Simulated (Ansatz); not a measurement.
The same molecule with X = O, S, Te. Ansatz, PBE0-D4/def2-TZVP geometries, multiplicity 1. Each molecule was computed in one conformer, which needn't be the lowest.

Elements past krypton have def2 core potentials.  Spin–orbit coupling is left out; it splits and shifts lone-pair levels of the heavy atoms by tenths of an eV.

```tsv
X	molecule	mean X–C bond length / Å	mean X–H bond length / Å	HOMO–LUMO gap (B3LYP/def2-TZVPP) / eV	HOMO energy (ωB97M-V/def2-TZVPP) / eV	HOMO–LUMO gap (ωB97M-V/def2-TZVPP) / eV
S	`[SiH3]C([SiH3])S`	1.826	1.344	6.06	-9.00	10.40
Te	`[SiH3]C([SiH3])[TeH]`	2.154	1.662	4.86	-8.50	9.19
```

Give the row for X = O, `OC([SiH3])[SiH3]`. (Estimate.)

Ansatz gave: 
```csv
X,molecule,mean X–C bond length / Å,mean X–H bond length / Å,HOMO–LUMO gap (B3LYP/def2-TZVPP) / eV,HOMO energy (ωB97M-V/def2-TZVPP) / eV,HOMO–LUMO gap (ωB97M-V/def2-TZVPP) / eV
O,`OC([SiH3])[SiH3]`,1.432,0.962,7.37,-10.06,11.74
```

From O to Te the mean X–C bond length rises at each step, by 0.722 Å in all; the mean X–H bond length rises at each step, by 0.700 Å in all; the HOMO–LUMO gap (B3LYP/def2-TZVPP) falls at each step, by 2.51 eV in all; the HOMO energy (ωB97M-V/def2-TZVPP) rises at each step, by 1.56 eV in all; the HOMO–LUMO gap (ωB97M-V/def2-TZVPP) falls at each step, by 2.55 eV in all. Bonds lengthen as the atom grows down the group.

Positive LUMOs are unbound, so they and the gaps depend on the basis.

B3LYP here is the variant with VWN-RPA as its local correlation; programs differ in this.
